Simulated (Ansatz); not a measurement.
Relaxation of C₂H₈ClNSi (13 atoms, charge 0, multiplicity 1), to a largest force component of 0.015 eV/Å in at most 40 steps.

The calculation used RKS PBE-D4/def2-SVP in Ansatz 0.2.0.

```xyz
13
Properties=species:S:1:pos:R:3
C -1.526 -0.617 0.533
N -0.204 -0.577 1.018
C 0.011 0.568 1.908
Si -0.382 0.334 3.755
Cl -2.454 0.663 3.965
H -1.740 -1.350 -0.215
H -1.823 0.393 0.088
H -2.219 -0.730 1.352
H 0.420 -0.524 0.203
H 1.142 0.717 1.915
H -0.397 1.465 1.503
H 0.273 1.299 4.581
H -0.185 -1.072 4.219
```

**Question.** Where does it end, and by what steps?

**Answer.** The run converged. The force dipped under the threshold on the way, but the program's further checks kept it going. After 13 steps the energy has fallen by 0.363 eV; Cl5 moved furthest, 0.26 Å.

```json
{"step": "0", "energy less start (eV)": "0.0000", "largest force component (eV/Å)": "2.568", "accepted": "yes"}
{"step": "1", "energy less start (eV)": "-0.3083", "largest force component (eV/Å)": "0.793", "accepted": "yes"}
{"step": "2", "energy less start (eV)": "-0.3548", "largest force component (eV/Å)": "0.295", "accepted": "yes"}
{"step": "3", "energy less start (eV)": "-0.3586", "largest force component (eV/Å)": "0.103", "accepted": "yes"}
{"step": "4", "energy less start (eV)": "-0.3600", "largest force component (eV/Å)": "0.039", "accepted": "yes"}
{"step": "5", "energy less start (eV)": "-0.3608", "largest force component (eV/Å)": "0.046", "accepted": "yes"}
{"step": "6", "energy less start (eV)": "-0.3616", "largest force component (eV/Å)": "0.035", "accepted": "yes"}
{"step": "7", "energy less start (eV)": "-0.3616", "largest force component (eV/Å)": "0.049", "accepted": "no"}
{"step": "8", "energy less start (eV)": "-0.3621", "largest force component (eV/Å)": "0.012", "accepted": "yes"}
{"step": "9", "energy less start (eV)": "-0.3623", "largest force component (eV/Å)": "0.015", "accepted": "yes"}
{"step": "10", "energy less start (eV)": "-0.3624", "largest force component (eV/Å)": "0.015", "accepted": "yes"}
{"step": "11", "energy less start (eV)": "-0.3626", "largest force component (eV/Å)": "0.017", "accepted": "yes"}
{"step": "12", "energy less start (eV)": "-0.3626", "largest force component (eV/Å)": "0.015", "accepted": "yes"}
{"step": "13", "energy less start (eV)": "-0.3627", "largest force component (eV/Å)": "0.011", "accepted": "yes"}
```

```xyz
13
Properties=species:S:1:pos:R:3
C -1.608 -0.528 0.522
N -0.246 -0.566 1.031
C 0.107 0.546 1.905
Si -0.430 0.316 3.712
Cl -2.511 0.406 3.949
H -1.773 -1.379 -0.168
H -1.873 0.418 -0.023
H -2.332 -0.630 1.356
H 0.411 -0.602 0.244
H 1.216 0.606 1.986
H -0.226 1.557 1.541
H 0.151 1.434 4.535
H 0.031 -1.012 4.236
```

Run time: 31 s on 2 threads of Arm Neoverse V2, with other jobs on the host, peak memory 0.16 GiB.
